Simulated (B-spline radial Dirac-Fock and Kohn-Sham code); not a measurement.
**Scattering functions of Pd²¹⁺**

System: the Pd²¹⁺ ion, 1s2 2s2 2p6 3s2 3p6 3d7.

Input of the calculation (task.json; shells as n, l, electrons):

```json
{"items": [{
  "Z": 46,
  "q": 21,
  "cfg": [[1, 0, 2], [2, 0, 2], [2, 1, 6], [3, 0, 2], [3, 1, 6], [3, 2, 7]],
  "A": 106,
  "rrms": 4.5318,
  "do": ["scatter"],
  "s": [0.0, 0.09, 0.11, 0.13, 0.15, 0.17, 0.2, 0.24, 0.28, 0.33, 0.39, 0.46, 0.54, 0.63, 0.75, 0.88, 1.03, 1.21, 1.43, 1.68, 1.97, 2.32, 2.72],
  "pz": [0, 0.1, 0.2, 0.3, 0.4, 0.5, 0.6, 0.8, 1.0, 1.2, 1.4, 1.6, 1.8, 2.0, 2.5, 3.0, 4.0, 5.0, 7.0, 10.0, 15.0, 20.0, 30.0, 40.0, 60.0, 100.0],
  "hv_scatter": [1000, 5000, 8047.8, 10000, 30000, 50000, 100000, 500000]
}]}
```

Command: `python xray_run.py task.json out`

These are calculated numbers from a radial B-spline solver; the model is relativistic Hartree-Fock (Dirac-Fock) wave functions, averaged over the configuration. f₀ is the Fourier transform of the spherical electron density, S the Waller-Hartree incoherent function, and s = sin θ/λ.

```
s (Å⁻¹)      f₀       S
      0  25.000   0.000
   0.09  24.866   0.119
   0.11  24.800   0.177
   0.13  24.722   0.246
   0.15  24.631   0.327
   0.17  24.527   0.418
    0.2  24.349   0.574
   0.24  24.070   0.818
   0.28  23.746   1.100
   0.33  23.283   1.500
   0.39  22.649   2.043
   0.46  21.818   2.747
   0.54  20.770   3.621
   0.63  19.504   4.660
   0.75  17.745   6.078
   0.88  15.844   7.585
   1.03  13.779   9.217
   1.21  11.611  10.964
   1.43   9.514  12.774
   1.68   7.833  14.447
   1.97   6.591  15.992
   2.32   5.678  17.460
   2.72   4.956  18.785
```

f₀ starts at the number of electrons, 25, and has fallen to half at s ≈ 1.14 Å⁻¹. The sum of ⟨r²⟩ over the electrons is 2.252 bohr².
